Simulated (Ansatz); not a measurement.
InI, closed-shell singlet (the spin of the measured ground state), most abundant isotopes (114.9039 and 126.9045 u). Constants from fifth-degree fits in 1/R to seven points on the lowest solution found; no spin–orbit coupling, no relativity up to Kr; ω_e x_e and α_e move by some per cent with the fit.

Correlated levels freeze the inner cores; with def2 sets outer-core shells near the valence are correlated too.

The values were computed with Ansatz (Gaussian basis) for Hartree–Fock, density functionals and correlated methods. Each number belongs to the level named beside it. In def2 rows elements past Kr take small-core potentials, without spin–orbit coupling.

Total energies (hartree; each atom in its lowest state at that level) and vibrational constants (cm⁻¹):

```tsv
level	E(InI) at r_e	E(In)	E(I)	ω_e	ω_e x_e
PBE/def2-TZVPP	-487.920790	-190.117349	-297.665478	168	0.34
B3LYP/def2-TZVPP	-488.095869	-190.186636	-297.778379	167	0.34
wB97M-V/def2-TZVPP	-487.857001	-190.060855	-297.664904	177	0.35
CCSD(T)/def2-QZVPP	-487.031179	-189.627665	-297.266252	178	0.34
```

Work out D_e and D₀ in eV.


D_e = E(In) + E(I) − E(molecule), times 27.2114 eV; D₀ = D_e − (ω_e/2 − ω_e x_e/4)/8065.54.
- PBE/def2-TZVPP: D_e = 3.754, zero point 0.010, D₀ = 3.744 eV
- B3LYP/def2-TZVPP: D_e = 3.561, zero point 0.010, D₀ = 3.550 eV
- wB97M-V/def2-TZVPP: D_e = 3.571, zero point 0.011, D₀ = 3.560 eV
- CCSD(T)/def2-QZVPP: D_e = 3.735, zero point 0.011, D₀ = 3.724 eV
No counterpoise correction is made.

Ansatz is an electronic-structure program.
